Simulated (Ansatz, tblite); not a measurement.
Isomers of Cs3I2⁺ (singlet), found by a short tight-binding search and relaxed with r2SCAN-D4/def2-SVP in Ansatz.

In the def2 sets Cs, I take a core potential; there is no spin–orbit coupling. The xTB rows come from tblite. HSE06 is defined as in plane-wave codes, on full-range PBE exchange. Correlated methods freeze 8 core orbitals; core or outer-core shells of Cs, I are correlated, in sets that lack core-valence functions.

Other spin states weren't relaxed.

A:

```xyz
5

Cs   -0.270    2.998    0.103
Cs   -2.104   -1.743    1.258
Cs    2.373   -1.256   -1.361
I     1.116    0.034    1.911
I    -1.115   -0.032   -1.912
```

B:

```xyz
5

Cs   -1.509   -2.148   -1.442
Cs   -0.837    1.335    2.554
Cs    4.319    1.508   -2.056
I    -3.188   -1.128    1.524
I     1.215    0.433   -0.580
```

Task: Estimate which lies lowest at each level, and how far above it the others are (kcal/mol).

Result: 
| level | A | B |
| --- | --- | --- |
| GFN1-xTB | 0.0 | 17.0 |
| GFN2-xTB | 0.0 | 0.4 |
| HF/def2-TZVP | 0.0 | 2.3 |
| PBE-D4/def2-SVP | 0.0 | 5.0 |
| PBE-D4/def2-TZVP | 0.0 | 5.0 |
| r2SCAN-D4/def2-TZVP | 0.0 | 4.8 |
| PBE0-D4/def2-SVP | 0.0 | 5.0 |
| PBE0-D4/def2-TZVP | 0.0 | 5.0 |
| HSE06-D4/def2-TZVP | 0.0 | 5.0 |
| BHLYP-D4/def2-TZVP | 0.0 | 6.0 |
| RPA@PBE/def2-TZVP | 0.0 | 4.8 |
| MP2/def2-TZVP | 0.0 | 5.6 |
| CCSD/def2-TZVP | 0.0 | 4.6 |
| CCSD(T)/def2-TZVP | 0.0 | 4.8 |
Point groups (tolerance 0.1 Å): A D3h, B C2v. Lower isomers may exist.
